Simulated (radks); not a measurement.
Neutral aluminium inside a hard spherical wall (all orbitals vanish at R), configuration held at [Ne] 3s2 3p1 and not refilled when levels cross. Calculated with a radial shooting solver on a logarithmic mesh with Libxc functionals: non-relativistic Kohn-Sham, LDA (Slater exchange, Perdew-Wang correlation), spin-polarised, spherical densities, point nucleus; open shells are filled with parallel spins first. Eigenvalues in eV for spin up, with the zero of energy where the potential of the charges vanishes at infinity; a dash marks a level that is unbound or too diffuse for the functional's potential to be trusted. A positive occupied level is held by the wall or, in an anion where self-interaction has pushed it up, behind a barrier. The pressure on the wall is -dE/dV.

| R (bohr) | E (hartree) | kinetic (hartree) | e(2s) | e(2p) | e(3s) | e(3p) | e(4s, empty) | e(4p, empty) | pressure (GPa) |
|---|---|---|---|---|---|---|---|---|---|
| free | -241.31661 | 240.669 | -107.02 | -69.727 | -8.056 | -3.021 | -0.350 | - | 0 |
| 20 | -241.31661 | 240.669 | -107.02 | -69.727 | -8.056 | -3.021 | -0.327 | 0.361 | < 0.0001 |
| 10 | -241.31588 | 240.675 | -106.94 | -69.646 | -8.001 | -2.956 | 0.711 | 2.532 | 0.0163 |
| 7 | -241.30295 | 240.751 | -106.25 | -68.959 | -7.562 | -2.349 | 4.434 | 7.777 | 0.668 |
| 6 | -241.27764 | 240.877 | -105.38 | -68.087 | -6.979 | -1.525 | 8.229 | 12.449 | 2.72 |
| 5 | -241.19906 | 241.211 | -103.51 | -66.219 | -5.572 | 0.405 | 16.001 | 21.364 | 12.5 |
| 2.5 | -238.48627 | 248.638 | -84.121 | -46.679 | 25.760 | 36.767 | 133.40 | 138.99 | 1620 |
